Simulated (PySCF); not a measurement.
Compound: C8H8O.
SMILES with atom numbers: `[OH:1][C@@:2]12[C@H:3]3[CH:4]=[CH:5][C@@H:6]1[C@@H:7]2[CH:8]=[CH:9]3`

Structure used (GFN2-xTB), in Å, numbered top down from 1:
```
atom  x, y, z in Å
O1     1.606   -1.154   -1.414
C2     0.649   -0.483   -0.684
C3     0.632   -0.483    0.857
C4     0.479    0.974    1.215
C5     0.088    1.686    0.156
C6     0.057    0.857   -1.046
C7    -0.801   -0.454   -1.061
C8    -1.570   -0.812    0.130
C9    -0.776   -0.903    1.197
H10    2.448   -0.689   -1.345
H11    1.435   -1.030    1.347
H12    0.565    1.321    2.229
H13   -0.171    2.730    0.150
H14    0.200    1.306   -2.018
H15   -1.142   -0.756   -2.039
H16   -2.633   -0.974    0.110
H17   -1.073   -1.123    2.207
```

Definitions: NICS(0) = −σiso at the ring centroid; NICS(1) = −σiso and NICS(1)zz = −σzz at ±1 Å along the ring normal z. Level: GIAO PBE0/pcSseg-1 (PySCF, non-relativistic, gas phase) on the GFN2-xTB geometry, one conformer.

Ring bond lengths (Å), with Mayer bond orders in brackets: C2–C3 1.541 (0.97), C3–C4 1.508 (0.98), C4–C5 1.335 (1.76), C5–C6 1.461 (1.05), C6–C2 1.509 (0.90); C2–C3 1.541 (0.97), C3–C9 1.508 (0.98), C9–C8 1.334 (1.77), C8–C7 1.462 (1.06), C7–C2 1.498 (0.91); C2–C6 1.509 (0.90), C6–C7 1.566 (0.80), C7–C2 1.498 (0.91).

Problem. Give the NICS values of each ring in ppm.

Solution. 
| ring | type | NICS(0) | NICS(1), two faces | NICS(1)zz, two faces | rms pucker (Å) | centre to ring atoms, mean (Å) |
| --- | --- | --- | --- | --- | --- | --- |
| C2–C3–C4–C5–C6 | 5-membered carbocycle; formal bonds 1 double, 4 single | -9.4 | -10.9 / -4.1 | -14.1 / -7.6 | 0.08 | 1.25 |
| C2–C3–C9–C8–C7 | 5-membered carbocycle; formal bonds 1 double, 4 single | -9.1 | -11.0 / -3.8 | -13.8 / -7.0 | 0.08 | 1.24 |
| C2–C6–C7 | 3-membered carbocycle; formal bonds all single | -41.1 | -12.2 / -5.5 | -15.7 / -18.4 | 0.00 | 0.88 |

Problem. What can be read from them?

Solution. 
- C2–C3–C4–C5–C6: mean NICS(1)zz -10.8 ppm, shielded. C2, C3, C6 have four or more neighbours, so the value isn't read as a sign of a π ring current. The two faces differ by 6.5 ppm, so no symmetry operation interchanges them.
- C2–C3–C9–C8–C7: mean NICS(1)zz -10.4 ppm, shielded. C2, C3, C7 have four or more neighbours, and the NICS criterion for π rings isn't applied. The two faces differ by 6.8 ppm, so no symmetry operation interchanges them.
- C2–C6–C7: mean NICS(1)zz -17.0 ppm, shielded. C2, C6, C7 have four or more neighbours, and the NICS criterion for π rings isn't applied. NICS(0) lies 32 ppm below the mean NICS(1).

Problem. What field does 1 T along the ring normal induce along that normal at the second NICS(1) probe listed for ring C2–C3–C9–C8–C7, 1 Å off the ring?

Solution. NICSzz × B0 = -7.0 ppm × 1 T = -7 μT, against the applied field.

Problem. List the ring angles and the Hirshfeld charges of the ring atoms.

Solution. 
- C2–C3–C4–C5–C6: C2 103.7° (+0.074 e), C3 103.8° (-0.037 e), C4 110.9° (-0.055 e), C5 110.9° (-0.066 e), C6 107.3° (-0.056 e); sum 536.6° against 540° for a flat convex ring.
- C2–C3–C9–C8–C7: C2 103.9° (+0.074 e), C3 103.6° (-0.037 e), C9 110.9° (-0.050 e), C8 110.8° (-0.062 e), C7 107.4° (-0.045 e); sum 536.7° against 540° for a flat convex ring.
- C2–C6–C7: C2 62.8° (+0.074 e), C6 58.3° (-0.056 e), C7 58.9° (-0.045 e); sum 180.0° against 180° for a flat convex ring.
